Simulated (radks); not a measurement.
Results of a calculation; reference values are marked as such.
Lu III, configuration [Xe] 4f14 6s1. Code: a radial shooting solver on a logarithmic mesh with Libxc functionals. Model: Dirac Kohn-Sham, revPBE, spin-unpolarised, spherical densities, finite nucleus; Fermi nuclear charge, rms radius 5.37 fm. Some entries of the table are withheld. Estimate them.

orbital,occ.,eigenvalue (eV),<r^2> (bohr^2),r(max) (bohr)
1s1/2,2,-63162.47,0.0005122,0.01213
2s1/2,2,-10759.91,0.007862,0.06949
2p1/2,2,-10271.70,0.005641,0.05193
2p3/2,4,-9154.280,0.006850,0.05845
3s1/2,2,-2451.616,0.05158,0.1960
3p1/2,2,-2235.399,0.04752,0.1839
3p3/2,4,-1997.045,0.05423,0.1973
3d3/2,4,-1629.774,0.04236,0.1552
3d5/2,6,-1577.732,0.04420,0.1589
4s1/2,2,-501.8159,0.2582,0.4466
4p1/2,2,-413.7237,0.2681,0.4475
4p3/2,4,-359.5316,0.3052,0.4762
4d3/2,4,-214.6552,0.3401,(1)
4d5/2,6,-204.7631,0.3546,(2)
5s1/2,2,-78.1740,1.537,1.044
5p1/2,2,-53.7172,1.932,1.133
5p3/2,4,-46.7132,2.260,1.220
4f5/2,6,-27.6333,0.6655,0.4662
4f7/2,8,-26.1075,0.6969,0.4716
6s1/2,1,-17.4083,(3),2.745

Answer. 
(1) 4d3/2 r(max) (bohr): 0.4759
(2) 4d5/2 r(max) (bohr): 0.4851
(3) 6s1/2 <r^2> (bohr^2): 10.57
